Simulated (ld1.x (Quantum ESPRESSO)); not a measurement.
Which change was made? (Ga, TM)

Ga (Z = 31), norm-conserving Troullier–Martins (Kleinman–Bylander form), made with ld1.x (Quantum ESPRESSO) 7.5 (LDA (PZ), scalar-relativistic). Core [Ar] 3d10, reference 4s2 4p0.5 (charge +0.5). Waves: 4s (bound): rc 1.70 bohr; 4d channel at 0.4 Ry: rc 1.75 bohr; 4p (bound): rc 1.60 bohr. Local part: the p channel. Core correction: Bessel-smoothed model core, default radius (core density twice the valence density).

Cutoffs, loose and tight: the cutoffs (Ry, on a coarse ladder) from which the occupation-weighted sum of valence levels, in a spherical-Bessel basis at the reference potential, stays within 10 and 1 mRy of its value at 400 Ry. They do not see the model core or the augmentation charge, which bear on the density cutoff. Test errors are all-electron minus pseudo excitation energies from the reference, over the configurations 4s2 4p1; 4s2 4p0; 4s1 4p0; 4s2 4p1.3; 4s0 4p3; 4s1 4p2; 4s1 4p1 (two spin-polarised tests are not counted in the largest error); variants that change the core or the reference have their own tests.

The base gives: outcome: generated; cutoff, loose: 25 Ry; cutoff, tight: 40 Ry; bound ghosts: s, d; largest test error (meV): -152.

Q: After one change the result is: outcome: generated; cutoff, loose: 10 Ry; cutoff, tight: 25 Ry; bound ghosts: none; largest test error (meV): -173. Which change was it?
A. all radii but the core radius scaled by about 1.14 (s 1.94, p 1.84, d 2.00 bohr)
B. all radii but the core radius scaled by about 0.76 (s 1.30, p 1.22, d 1.34 bohr)
C. all radii but the core radius scaled by about 1.39 (s 2.36, p 2.22, d 2.42 bohr)

A: C. The others give: all radii but the core radius scaled by about 0.76 (s 1.30, p 1.22, d 1.34 bohr) → outcome: generated; cutoff, loose: 80 Ry; cutoff, tight: 200 Ry; bound ghosts: s; largest test error (meV): -151 | all radii but the core radius scaled by about 1.14 (s 1.94, p 1.84, d 2.00 bohr) → outcome: generated; cutoff, loose: 15 Ry; cutoff, tight: 35 Ry; bound ghosts: s, d; largest test error (meV): -160.
